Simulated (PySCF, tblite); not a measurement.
A set of runs on `O(C(=C)F)B/C=C\C`; the geometry of each is named by its level. Settings lines and outputs come from a driver script.

Compound: C5H8BFO.
SMILES with atom numbers: `[CH2:1]=[C:2]([F:3])[O:4][BH:5]/[CH:6]=[CH:7]\[CH3:8]` (hydrogens: H9, H10 on C1; H11 on B5; H12 on C6; H13 on C7; H14, H15, H16 on C8)

Step 1: GFN2-xTB geometry optimisation, gas phase (tblite 0.8.0) (from a force-field or distance-geometry start)
```json
{"job": {"kind": "relax", "xc": "GFN2-xTB", "basis": "xTB"}, "charge": 0, "multiplicity": 1}
```
```
step      E/eV     max force
  0    -674.14378    2.923
  1    -674.44386    1.960
  2    -674.64400    1.561
...
185    -674.99845    0.014
186    -674.99848    0.011
187    -674.99850    0.011
188    -674.99852    0.010
189    -674.99853    0.010
```

Energy lowered by 19.7 kcal/mol over 189 steps; largest atomic force 0.010 eV/Å at the end. «max force» is the largest atomic force in eV/Å.

The run took 3.5 s wall, 3.0 s CPU on one thread, Intel Xeon at 2.50 GHz (x86_64), shared host with 64 logical CPUs at a one-minute load of 63.

Step 2: GFN2-xTB harmonic vibrations, gas phase (tblite 0.8.0) (on the GFN2-xTB geometry)
```json
{"job": {"kind": "ir", "xc": "GFN2-xTB", "basis": "xTB"}, "charge": 0, "multiplicity": 1}
```
```
(table of modes left out)
```

42 modes from 28 to 3198 cm⁻¹ (unscaled, harmonic); zero-point energy 75.2 kcal/mol; all wavenumbers are real at this level.

Time: 1.2 s of wall time. Hardware: Intel Xeon at 2.50 GHz, one thread, no GPU, shared host with 64 logical CPUs at a one-minute load of 63.

Step 3: TDDFT CAM-B3LYP/def2-SVPD, vertical, gas phase, core orbitals frozen in the response (PySCF 2.14.0, density-fitted response routines) (on the GFN2-xTB geometry)
```json
{"job": {"kind": "uv", "xc": "CAM-B3LYP", "basis": "def2-SVPD", "nstates": 8, "ntriplets": 3}, "charge": 0, "multiplicity": 1}
```
```
...
Static polarisability (au): isotropic 86.738, principal 54.765 71.666 133.784
Singlet excitations
state   eV       nm        f      main configurations
  1   5.5027    225.3   0.69124   H->L 0.92
  2   5.7420    215.9   0.00093   H-2->L 0.97
  3   6.2613    198.0   0.02015   H-1->L 0.91
  4   6.7726    183.1   0.03222   H->L+1 0.71, H->L+2 0.15
  5   7.3551    168.6   0.00557   H->L+2 0.33, H-1->L+1 0.31, H-1->L+2 0.13
  6   7.5593    164.0   0.00398   H-3->L 0.88
  7   7.7152    160.7   0.22203   H->L+3 0.86
  8   7.8796    157.3   0.00983   H->L+4 0.39, H->L+5 0.32
Triplet excitations (Tamm-Dancoff, eV): 3.6831 4.2638 5.3067
```

HOMO -8.46 eV, LUMO -0.42 eV; lowest singlet 5.50 eV; lowest triplet 3.68 eV (Tamm–Dancoff); mean polarisability 86.7 au.

Time: 2.2 min wall, 1.8 min CPU; peak memory 1.0 GiB. Hardware: an Intel Xeon at 2.50 GHz with one thread, shared host with 64 logical CPUs at a one-minute load of 55.

Geometry of the electronic-property runs (GFN2-xTB):
```
atom  x, y, z in Å
C1     3.7640    0.3480   -0.5644
C2     2.6124   -0.0094   -0.0194
F3     2.6069   -0.9021    1.0021
O4     1.4232    0.4321   -0.3877
B5     0.2031    0.1006    0.1140
C6    -0.9815    0.8213   -0.5784
C7    -2.2880    0.7006   -0.3223
C8    -2.9184   -0.1690    0.7079
H9     3.7842    1.0528   -1.3718
H10    4.6878   -0.0603   -0.2048
H11    0.1004   -0.6703    0.9965
H12   -0.7112    1.5083   -1.3736
H13   -3.0015    1.2780   -0.9026
H14   -3.5064    0.4399    1.3946
H15   -2.1786   -0.7265    1.2706
H16   -3.6041   -0.8675    0.2281
```

 (This holds for the electronic-property runs.)

One conformer stands for the species.
